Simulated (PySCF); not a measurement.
# Two-component Hartree-Fock for Ar³⁺ (argon, charge +3)

Start: [Ne] 3s2 3p3; 3p1/2 filled at m_j = -1/2, +1/2; 3p3/2 filled at m_j = +3/2. Calculated with PySCF 2.14 in x2c-SVPall-2c (4s4p1d, 21 functions): generalised Hartree-Fock with the X2C-1e Hamiltonian and a Gaussian nucleus; one run each with spin-orbit coupling (SO) switched off, then screened by Boettger's factors.

```tsv
spinor shell	electrons	ε, spin-free (eV)	ε, screened SO (eV)	weight of nominal j (screened SO)	rms radius, screened SO (bohr)
1s1/2	2	-3288.2	-3288.2	1.000	0.0992
2s1/2	2	-385.31	-385.30	1.000	0.446
2p1/2	2	-308.27	-310.40	0.832	0.414
2p3/2	4	-308.27	-307.21	0.916	0.417
3s1/2	2	-73.941	-73.940	1.000	1.40
3p1/2	2	-59.026	-59.075	0.521	1.54
3p3/2	1	-59.026	-58.927	1.000	1.54
```

```json
{"quantity": "E (hartree)", "spin-free": "-525.44724", "screened SO": "-525.44827"}
{"quantity": "M_J", "spin-free": "3/2", "screened SO": "3/2"}
{"quantity": "⟨J²⟩", "spin-free": "3.751", "screened SO": "3.751"}
{"quantity": "⟨L²⟩", "spin-free": "0.000", "screened SO": "0.002"}
{"quantity": "⟨S²⟩", "spin-free": "3.751", "screened SO": "3.748"}
```

Each row is a mean over spinors that exchange with the open shell spreads, by up to 12.272 eV (3s1/2).

Rows whose weight is well below 1 are mixtures of j = l ± 1/2: exchange outweighs spin-orbit coupling there, and the label is only the starting occupation.

Without spin-orbit coupling the j labels of p, d and f shells carry no meaning; the spin-free column gives the mean over the occupied spinors of each nl shell.
